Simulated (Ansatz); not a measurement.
`C=C[SiH](Br)C=C`. The species carries charge 0 and has multiplicity 1.

```
atom   x (Å)   y (Å)   z (Å)
  C1  -2.221   1.445   0.121
  C2  -0.903   1.277   0.134
 Si3  -0.014  -0.265   0.654
 Br4  -1.525  -1.778   1.297
  C5   1.008  -0.971  -0.718
  C6   2.321  -1.149  -0.597
  H7  -2.897   0.656   0.437
  H8  -2.678   2.375  -0.204
  H9  -0.273   2.104  -0.195
 H10   0.879  -0.009   1.811
 H11   0.525  -1.234  -1.657
 H12   2.929  -1.547  -1.405
 H13   2.847  -0.906   0.322
```

(1) List the harmonic frequencies (cm⁻¹, unscaled) at PBE0-D4/def2-TZVP in Ansatz. (Best estimate.)

(2) Is this a minimum?

(3) Give the ideal-gas thermochemistry at 298.15 K and 1 bar (rigid rotor, harmonic oscillator; point group C1, symmetry number 1).

## Answers

(1) Computed: 68, 78, 135, 160, 187, 287, 350, 434, 512, 551, 677, 726, 778, 819, 1008, 1013, 1014, 1021, 1036, 1043, 1287, 1289, 1438, 1441, 1668, 1674, 2227, 3124, 3132, 3141, 3152, 3215, 3223.

(2) Yes, all 33 modes are real.

(3) Zero-point energy 250.7 kJ/mol; H(298) − E = 275.2 kJ/mol; entropy 387.5 J/(mol·K), of which translation 172.4, rotation 122.4, vibration 92.7; G(298) − E = 159.6 kJ/mol. Modes under 100 cm⁻¹ are hindered rotations or soft bends, so the harmonic entropy is rough.
